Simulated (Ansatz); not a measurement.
Computed with Ansatz on PBE0-D4/def2-TZVP structures; ΔE is electronic, products minus reactants. CCSD(T)/CBS adds triple-zeta CCSD(T) − MP2 to the extrapolated MP2 energy (def2 sets, frozen cores). This one scheme is used for every species, atoms too. DFT in def2-TZVPP. No spin–orbit coupling; open shells (•) take unrestricted orbitals. Spin–orbit coupling would lower the free atoms: a little for Si; strongly for Te. Elements past krypton have def2 core potentials. Bonds to Te are less sure, by a few kJ/mol each and by 10 to 20 or more in all where they break to atoms, as the def2 sets lack core-valence functions. One conformer a species, not always the lowest.

Reaction (atomization): `N[SiH2][TeH]` → 5 H• + N• + Si• + Te•

```json
{"level": "LDA (SPW92)", "ΔE (kcal/mol)": "639.8"}
{"level": "CCSD/CBS(def2)", "ΔE (kcal/mol)": "559.8"}
```

Problem. What does CCSD(T)/CBS give? (Best estimate.)

Solution. Ansatz gave: +568.1 kcal/mol. The listed levels differ from it by 71.7, -8.3 kcal/mol.

Largest T1 diagnostic among the species: 0.012.

Leaving LDA and LC-ωPBE aside and taking each functional with its dispersion term where it has one, the values, not all of them listed here, spread over 16.9 kcal/mol, from BHLYP-D4 to ωB97X-V. LDA lies +76.9 kcal/mol from PBE without D4, its usual overbinding. From BLYP to BHLYP (50 % exact exchange), in def2-TZVPP and without D4, ΔE moves by −9.4 kcal/mol: exact exchange takes away binding that semilocal exchange gives to molecules. In def2-TZVPP, CCSD(T) changes the Hartree–Fock value by +157.0 kcal/mol (the triples alone add +8.3 kcal/mol) and MP2 by +156.8 kcal/mol; breaking electron pairs costs correlation energy, which Hartree–Fock lacks.

For atomizations the MP2-based limit and the directly extrapolated one differ by several kJ/mol either way, and by 10 to 25 for some Ge, Se and Sn compounds, so smaller differences from it don't rank the levels.
